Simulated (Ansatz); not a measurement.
Gas-phase electronic energies from Ansatz, PBE0-D4/def2-TZVP geometries. CCSD(T)/CBS is the MP2 limit (def2-TZVPP, def2-QZVPP) plus CCSD(T) − MP2 in def2-TZVPP, frozen cores. Functionals use def2-TZVPP. Each species was taken in one conformer, which may not be the lowest.

Reaction (formal exchange of groups at a B–C bond): `CCB(F)Cl` + `COBCl` → `COBB(F)Cl` + `CCCl`

`CCB(F)Cl`:

```xyz
10

C     0.377   -1.195    0.131
C    -0.510   -0.010   -0.231
B     0.085    1.394    0.084
F     1.279    1.543    0.624
Cl   -0.806    2.873   -0.266
H     1.329   -1.156   -0.402
H     0.605   -1.209    1.199
H    -0.106   -2.142   -0.118
H    -0.771   -0.023   -1.297
H    -1.482   -0.075    0.276
```

`COBCl`:

```xyz
8

C     0.473   -0.509    0.888
O     0.457    0.507   -0.098
B    -0.518    0.591   -1.004
Cl   -0.447    1.889   -2.185
H     0.463   -0.040    1.873
H    -0.389   -1.174    0.790
H     1.393   -1.086    0.779
H    -1.432   -0.178   -1.043
```

`COBB(F)Cl`:

Z-matrix (Å, degrees):
```
C
O 1 1.416
H 1 1.093 2 111.0
H 1 1.091 2 108.7 3 -120.8
H 1 1.091 2 108.7 3 120.8
B 2 1.341 1 122.5 3 -0.6
B 6 1.702 2 118.7 1 -178.3
H 6 1.208 2 119.3 1 0.3
F 7 1.319 6 124.0 2 -89.7
Cl 7 1.764 6 119.7 2 92.4
```

`CCCl`:

Z-matrix (Å, degrees):
```
C
C 1 1.507
H 1 1.091 2 111.0
H 1 1.094 2 109.6 3 119.7
H 1 1.091 2 111.0 3 -120.6
Cl 2 1.788 1 111.4 3 60.3
H 2 1.089 1 111.9 3 179.1
H 2 1.089 1 111.9 3 -58.5
```

CCSD(T)/CBS gives +177.9 kJ/mol.

Problem. Another level gave +178.2 kJ/mol. Which?
A. MP2/def2-TZVPP
B. CAM-B3LYP/def2-TZVPP
C. revPBE/def2-TZVPP
D. ωB97M-V/def2-TZVPP

Solution. B. CAM-B3LYP 178.2, MP2/def2-TZVPP 188.6, revPBE 167.9, ωB97M-V 183.8 kJ/mol.

Largest T1 diagnostic among the species: 0.014.

From BLYP to BHLYP (50 % exact exchange), in def2-TZVPP and without D4, ΔE moves by +13.2 kJ/mol. Leaving LDA and LC-ωPBE aside and taking each functional with its dispersion term where it has one, the values, not all of them listed here, spread over 19.2 kJ/mol, from BLYP-D4 to B97M-V. LDA lies +10.6 kJ/mol from PBE without D4. At CCSD(T), def2-SVP lies +17.6 kJ/mol from the extrapolated value and def2-TZVPP +2.0 kJ/mol.
